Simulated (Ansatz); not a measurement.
[closo-B5H5]2- (B₅H₅²⁻). Total charge -2; singlet. Geometry PBE0-D4/def2-SVPD, basis def2-TZVPD, Ansatz.

```json
{"run": "A", "HOMO (eV)": "4.58", "LUMO (eV)": "6.26"}
{"run": "B", "HOMO (eV)": "5.19", "LUMO (eV)": "6.18"}
{"run": "C", "HOMO (eV)": "5.02", "LUMO (eV)": "6.14"}
{"run": "D", "HOMO (eV)": "3.07", "LUMO (eV)": "6.87"}
{"run": "E", "HOMO (eV)": "4.81", "LUMO (eV)": "6.15"}
{"run": "F", "HOMO (eV)": "4.82", "LUMO (eV)": "6.06"}
```

HSE06 is defined as in plane-wave codes, on full-range PBE exchange. A multiply charged anion in the gas phase is held together partly by the finite basis. Removing one electron lowers the energy by 2.60 eV at PBE0-D4/def2-TZVPD, so it isn't bound.

**Question.** The runs used B97M-V, BLYP, CAM-B3LYP, HSE06, LDA (SPW92), PBE. Estimate which is which.

**Answer.** A HSE06 (range-separated); B BLYP (0 % exact exchange); C PBE (0 % exact exchange); D CAM-B3LYP (range-separated); E LDA (SPW92) (0 % exact exchange); F B97M-V (0 % exact exchange). Exact exchange lowers occupied and raises empty levels; among semilocal functionals meta-GGAs tend to open the gap a little, and such runs are hard to tell apart. The gap grows from 0.99 eV (BLYP) to 3.80 eV (CAM-B3LYP). At HSE06-D4/def2-TZVPD, BLYP-D4/def2-TZVPD, PBE-D4/def2-TZVPD, CAM-B3LYP-D4/def2-TZVPD and others the highest occupied level of the charge -2 singlet lies above zero (up to 5.19 eV). By energy differences it is unbound by 2.60 eV (vertical, against the charge -1 doublet, at PBE0-D4/def2-TZVPD) and held by the finite basis.
